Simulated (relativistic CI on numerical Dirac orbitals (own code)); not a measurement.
# Hyperfine structure of Hg⁴⁰⁺, mass number 201

Calculated at this level of theory: Dirac-Coulomb-Breit CI, separate exchange-only KLI orbitals for each configuration, model QED, unscaled Slater integrals (own radial code, finite nucleus).

Configuration list (outside the closed core [Ar] 3d10): 4s2 4p6 4d4, 4s2 4p6 4d3 4f, 4s2 4p5 4d5, 4s 4p6 4d5, 4s 4p6 4d4 4f, 4s2 4p6 4d3 5s, 4s2 4p6 4d3 5d, 4s2 4p6 4d3 5g, 4p6 4d6, 4p5 4d7, 4s2 4p6 4d2 5s2, 4s2 4p6 4d 4f 5s2, 4s 4p6 4d2 4f 5s2, 4s2 4p6 4d 5s2 5d. Double excitations out of closed p, d and f shells are left out; levels of such configurations are missing from the list, as are those of other unlisted configurations, and high levels can miss mixing partners.

Nuclear spin I = 3/2, μ = -0.558 μN, Q = 0.387 b (tables of Stone and Pyykkö). The electronic factors are computed for point nuclear moments, without core polarisation or the Bohr-Weisskopf and QED corrections.

```
           Level  E (cm⁻¹)  A (MHz)  B (MHz)
4s2 4p6 4d4 5D_1    188371    834.3     2660
4s2 4p6 4d4 3H_5    446413    -7595     7130
4s2 4p6 4d4 1I_6    459892    -8074     8890
4s2 4p6 4d4 3G_4    477035    -8684    -2220
```

Levels with J = 0, under 50 % of one LS term, or S terms without an open s electron are left out. Small factors come from cancelling terms and can be off by tens of per cent or more.

At this charge energies of transitions that change n are usually good to better than 1 %, and those within a shell (Δn = 0) to a few per cent. Terms inside the open d or f shell come out 10 to 20 % too wide with unscaled integrals.

Problem. Give the hyperfine levels of 4s2 4p6 4d4 3H_5 relative to its centre of gravity.

Solution. With K = F(F + 1) − I(I + 1) − J(J + 1), E = AK/2 + B[¾K(K + 1) − I(I + 1)J(J + 1)]/[2I(2I − 1)J(2J − 1)]: F = 7/2: 71440, F = 9/2: 32630, F = 11/2: -10450, F = 13/2: -55180 MHz.

LS names give the leading component of a level, which can be under half, so a name can repeat, a term be missing and a line seem to break the LS rules.
